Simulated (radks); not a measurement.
Task: The mean radii <r> (bohr) of the occupied orbitals of an atom or ion are listed with their occupations. All-electron calculation, Dirac Kohn-Sham, PBEsol, spin-unpolarised, spherical densities, finite nucleus; Fermi nuclear charge, rms radius of each element as measured or else 0.836 A^(1/3) + 0.57 fm. Program: a radial shooting solver on a logarithmic mesh with Libxc functionals.

| orbital | occ. | <r> |
|---|---|---|
| 1s1/2 | 2 | 0.01606 |
| 2s1/2 | 2 | 0.06694 |
| 2p1/2 | 2 | 0.05489 |
| 2p3/2 | 4 | 0.06380 |
| 3s1/2 | 2 | 0.1740 |
| 3p1/2 | 2 | 0.1645 |
| 3p3/2 | 4 | 0.1807 |
| 3d3/2 | 4 | 0.1570 |
| 3d5/2 | 6 | 0.1619 |
| 4s1/2 | 2 | 0.3843 |
| 4p1/2 | 2 | 0.3854 |
| 4p3/2 | 4 | 0.4200 |
| 4d3/2 | 4 | 0.4246 |
| 4d5/2 | 6 | 0.4357 |
| 5s1/2 | 2 | 0.8539 |
| 4f5/2 | 6 | 0.4507 |
| 4f7/2 | 8 | 0.4570 |
| 5p1/2 | 2 | 0.9113 |
| 5p3/2 | 4 | 1.001 |
| 5d3/2 | 4 | 1.237 |
| 5d5/2 | 6 | 1.276 |

Name the element and its charge. Open shells, if any, fill j = l - 1/2 first.

Result: Z = 82, lead, charge +4: Pb4+ in [Xe] 4f14 5d10. The 1s radius gives Z: for a bare nucleus <r> = (2 gamma + 1)/(2Z) with gamma = sqrt(1 - (Z/c)^2), 0.01587 bohr for Z = 82, and screening makes it slightly larger (0.01606 here). The occupations add up to 78, and the charge is Z minus that.
